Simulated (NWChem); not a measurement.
System: GeHF3; SMILES [F][GeH]([F])[F]

Input file for NWChem:

```
start job
memory heap 200 mb stack 900 mb global 1100 mb
geometry units angstroms noautosym nocenter noautoz
  Ge     0.000000     0.000000     0.254211
  F      0.410199     1.530300    -0.396991
  F      1.120179    -1.120393    -0.396991
  F     -1.530378    -0.409907    -0.396991
  H      0.000000     0.000000     1.771089
end
basis spherical
  * library pcsseg-1
end
dft
  xc xpbe96 cpbe96
  iterations 150
end
property
  shielding 3 1 2 5
end
task dft property
```

Parts of the log:

```
             Northwest Computational Chemistry Package (NWChem) 7.3.0
             --------------------------------------------------------

                             Geometry "geometry" -> ""
                             -------------------------

 Output coordinates in angstroms (scale by  1.889725989 to convert to a.u.)

  No.       Tag          Charge          X              Y              Z
 ---- ---------------- ---------- -------------- -------------- --------------
    1 Ge                  32.0000     0.00000000     0.00000000     0.25421100
    2 F                    9.0000     0.41019900     1.53030000    -0.39699100
    3 F                    9.0000     1.12017900    -1.12039300    -0.39699100
    4 F                    9.0000    -1.53037800    -0.40990700    -0.39699100
    5 H                    1.0000     0.00000000     0.00000000     1.77108900

 Effective nuclear repulsion energy (a.u.)     330.2600749640

  pbe96 is a nonlocal functional; adding pw91lda local functional.
                              NWChem Property Module
                              ----------------------

  itol2e modified to match energy
  convergence criterion.

                                 NWChem DFT Module
                                 -----------------

 Summary of "ao basis" -> "ao basis" (spherical)
 ------------------------------------------------------------------------------
       Tag                 Description            Shells   Functions and Types
 ---------------- ------------------------------  ------  ---------------------
 Ge                         pcsseg-1                15       41   5s7p3d
 F                          pcsseg-1                 7       17   3s3p1d
 H                          pcsseg-1                 3        5   2s1p

  itol2e modified to match energy
  convergence criterion.

            General Information
            -------------------
          SCF calculation type: DFT
          Wavefunction type:  closed shell.
          No. of atoms     :     5
          No. of electrons :    60
           Alpha electrons :    30
            Beta electrons :    30
          Charge           :     0
          Spin multiplicity:     1
          Use of symmetry is: off; symmetry adaption is: off
          Maximum number of iterations: 150
          AO basis - number of functions:    97
                     number of shells:    39
          Convergence on energy requested:  1.00D-07
          Convergence on density requested:  1.00D-05
          Convergence on gradient requested:  5.00D-04

[...]

          -----------------------------------------
          Chemical Shielding Tensors (GIAO, in ppm)
          -----------------------------------------

                                NWChem CPHF Module
                                ------------------

  scftype          =     RHF
  nclosed          =       30
  nopen            =        0
  variables        =     2010
  # of vectors     =        3
  tolerance        = 0.10D-03
  level shift      = 0.00D+00
  max iterations   =       50
  max subspace     =       30

 SCF residual:    1.4660345682003476E-005

Iterative solution of linear equations
  No. of variables     2010
  No. of equations        3
  Maximum subspace       30
        Iterations       50
       Convergence  1.0D-04

   iter   nsub   residual    time
   ----  ------  --------  ---------
     1      3    1.88D-06      37.2

      Atom:    1  Ge
        Diamagnetic
   2760.0076     -0.0000      0.0000
     -0.0000   2760.0076      0.0000
      0.0000      0.0000   2755.0154

        Paramagnetic
  -1449.0534      0.0000      0.0001
      0.0000  -1449.0534     -0.0001
      0.0001     -0.0001  -1421.4542

        Total Shielding Tensor
   1310.9542      0.0000      0.0001
      0.0000   1310.9542     -0.0001
      0.0001     -0.0001   1333.5613

           isotropic =    1318.4899
          anisotropy =      22.6071

          Principal Components and Axis System
                 1           2           3
             1333.5613   1310.9542   1310.9542

      1         0.0000      0.8148     -0.5797
      2        -0.0000      0.5797      0.8148
      3         1.0000     -0.0000      0.0000

      Atom:    2  F
        Diamagnetic
    470.7797      5.3856     -2.1456
      5.3856    489.4278     -8.0044
     -2.1456     -8.0044    470.9753

        Paramagnetic
   -204.1044     16.4902    -17.2402
     16.4902   -147.0061    -64.3165
    -17.2402    -64.3165   -208.6541

        Total Shielding Tensor
    266.6753     21.8758    -19.3857
     21.8758    342.4217    -72.3209
    -19.3857    -72.3209    262.3212

           isotropic =     290.4727
          anisotropy =     151.7472

          Principal Components and Axis System
                 1           2           3
              391.6375    260.8114    218.9692

      1         0.2241      0.9659      0.1297
      2         0.8359     -0.2589      0.4840
      3        -0.5011     -0.0000      0.8654

      Atom:    3  H
        Diamagnetic
     18.5152     -0.0000     -0.0000
     -0.0000     18.5152      0.0000
     -0.0000      0.0000     43.0300

        Paramagnetic
      0.2581     -0.0000      0.0000
     -0.0000      0.2581     -0.0000
      0.0000     -0.0000     -5.8683

        Total Shielding Tensor
     18.7734     -0.0000     -0.0000
     -0.0000     18.7734      0.0000
     -0.0000      0.0000     37.1617

           isotropic =      24.9028
          anisotropy =      18.3883

          Principal Components and Axis System
                 1           2           3
               37.1617     18.7734     18.7734

      1        -0.0000     -0.6115      0.7913
      2         0.0000      0.7913      0.6115
      3         1.0000     -0.0000      0.0000
```

Level: PBE/pcSseg-1, GIAO. Geometry: optimised at PBE0/def2-SVP. The output numbers the shielded atoms by their place in the input's list. The printed shielding anisotropy is the first printed principal value minus the mean of the other two.
